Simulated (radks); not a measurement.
Q: The antimony ion Sb4+, [Kr] 4d10 5s1. Calculated with a radial shooting solver on a logarithmic mesh with Libxc functionals: non-relativistic Kohn-Sham, LDA (Slater exchange, Perdew-Wang correlation), spin-polarised, spherical densities, point nucleus. Every spin shell is full or empty, so the densities are truly spherical. Functionals are evaluated on that one density, not self-consistently. Rank these exchange functionals by their error against the exact value of the orbitals, and give that value: LDA, PBE, revPBE, OPTX, WC, AM05, SOGGA, revTPSS, Tao-Mo.

A: Exact: -162.594 hartree. From best to worst, with 100 (|E| - |E exact|)/|E exact| (equal figures are ties): revPBE -0.30, PBE -0.45, Tao-Mo -0.83, WC -0.88, revTPSS -0.93, OPTX +1.26, SOGGA -2.28, AM05 -4.51, LDA -4.85.
